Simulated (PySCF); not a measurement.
**Assignment exercise: C3H3F3O**

Bonds (- single, = double, # triple, : aromatic): C1=C2 1.315 Å, C2-F3 1.347 Å, C2-O4 1.360 Å, O4-C5 1.363 Å, C5-F6 1.337 Å, C5-F7 1.353 Å. C1 carries H8, H9; C5 carries H10. H8 is cis to F3; H9 is trans to F3.

Method: GFN2-xTB geometry, shieldings: GIAO PBE0/pcSseg-1, in PySCF 2.14 (one computed conformer, relativity neglected, in vacuum, averaged over atoms made equivalent by symmetry, fast rotation or ring inversion).

Referencing at the same level of theory: 13C (σref 186.93) and 1H (σref 31.72) against TMS.

Q: Assign these signals to the numbered atoms. 13C{1H} NMR (computed): δ 167.9, 120.1, 75.2.

A: 
167.9 → C2, alkene carbon bearing oxygen: an sp2 carbon further deshielded by the attached heteroatom
120.1 → C5, sp3 CH bonded to 2 F and O: 3 electronegative neighbours deshield it
75.2 → C1, β carbon of an enol-ether or enamine type C=C: the O or N lone pair pushes π density onto this β carbon and shields it

Q: Assign these signals to the numbered atoms. 1H NMR (600 MHz, computed): δ 7.00 (m, 1H), 4.27 (m, 1H), 4.24 (m, 1H).

A: 
7.00 → H10, hydrogen on an sp3 CH bonded to 2 F and O: its carbon carries F and O, an electronegative neighbour
4.27 → H8, hydrogen on a β carbon of an enol-ether or enamine type C=C: lone-pair donation from O or N shields it, upfield of ordinary alkene protons
4.24 → H9, hydrogen on a β carbon of an enol-ether or enamine type C=C

H8 and H9 lie closer than the usual error of such a calculation, so a measured spectrum could show them in the other order.

Splittings by 19F in the carbon and heteronuclear signals aren't shown, as no couplings were computed. Shifts are as computed. Against solution values, carbons near 30 ppm lie about +3 ppm off and those near 130 ppm about +5 ppm. Of 1309 compounds with measured shifts, 239 miss one by over three times the rms of a fit or turn the order of signals round; such compounds aren't used in these exercises. Multiplicities follow the n + 1 count of equivalent neighbours, as no J values were calculated; m marks all less simple cases, F and P coupling included.
